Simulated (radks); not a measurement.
Problem. Er III, configuration [Xe] 4f11 5d1 (not the ground configuration). Method: scalar-relativistic Kohn-Sham, PBEsol, spin-polarised, spherical densities, finite nucleus; open shells are filled with parallel spins first (spin-orbit coupling, left out, can overturn this in heavy ions); Fermi nuclear charge, rms radius 5.2516 fm; computed with a radial shooting solver on a logarithmic mesh with Libxc functionals. Some entries of the table are withheld. Estimate them.

| orbital | occ. | eigenvalue (hartree) | <1/r> (bohr^-1) |
|---|---|---|---|
| 1s down | 1 | -2107.950 | 77.52 |
| 1s up | 1 | -2107.950 | 77.52 |
| 2s up | 1 | -354.8112 | 18.05 |
| 2s down | 1 | -354.8084 | 18.05 |
| 2p up | 3 | -313.9913 | 16.67 |
| 2p down | 3 | -313.9893 | 16.67 |
| 3s up | 1 | -80.14886 | 6.653 |
| 3s down | 1 | -80.09910 | 6.655 |
| 3p up | 3 | -67.72818 | 6.216 |
| 3p down | 3 | -67.67850 | 6.219 |
| 3d up | 5 | -52.15239 | 5.893 |
| 3d down | 5 | -52.11378 | 5.896 |
| 4s up | 1 | -16.48372 | 2.814 |
| 4s down | 1 | -16.38113 | 2.813 |
| 4p up | 3 | -12.39194 | 2.576 |
| 4p down | 3 | -12.29112 | 2.575 |
| 4d up | 5 | -6.90739 | 2.277 |
| 4d down | 5 | -6.80835 | 2.275 |
| 5s up | 1 | (1) | (2) |
| 5s down | 1 | (3) | (4) |
| 5p up | 3 | -1.64174 | 0.9006 |
| 5p down | 3 | -1.58934 | 0.8961 |
| 4f up | 7 | -0.91500 | (5) |
| 4f down | 4 | -0.82340 | (6) |
| 5d up | 1 | -0.57253 | 0.5665 |
| 5d down | 0 | -0.53054 | 0.5599 |

Solution. 
(1) 5s up eigenvalue (hartree): -2.61134
(2) 5s up <1/r> (bohr^-1): 1.077
(3) 5s down eigenvalue (hartree): -2.55188
(4) 5s down <1/r> (bohr^-1): 1.072
(5) 4f up <1/r> (bohr^-1): 1.708
(6) 4f down <1/r> (bohr^-1): 1.694
